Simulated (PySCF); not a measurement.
B(H)(NHMe)(OMe) (C₂H₈BNO), SMILES B(NC)OC.

Coordinates come from a PBE-D3(BJ)/def2-SVP optimisation. The structure was generated by enumeration, and PubChem lists no compound with its InChIKey, so it may never have been made. Other conformers were not sampled.

Calculation: PySCF with M06-2X/def2-TZVP.

The molecule is in vacuum.

Computed frontier levels, gap, dipole moment and polarisability:
The highest occupied level comes out as -8.59 eV and the lowest empty level comes out as 1.47 eV. The orbital gap is 10.06 eV and the dipole moment is 2.53 D. The quadrupole, principal values (traceless, Buckingham form, about the centre of nuclear charge) is -3.17, -1.90, 5.07 D·Å. The mean static polarisability is 51.8 bohr³ (7.67 Å³) and the polarisability, principal values is 41.9, 50.4, 63.1 bohr³.
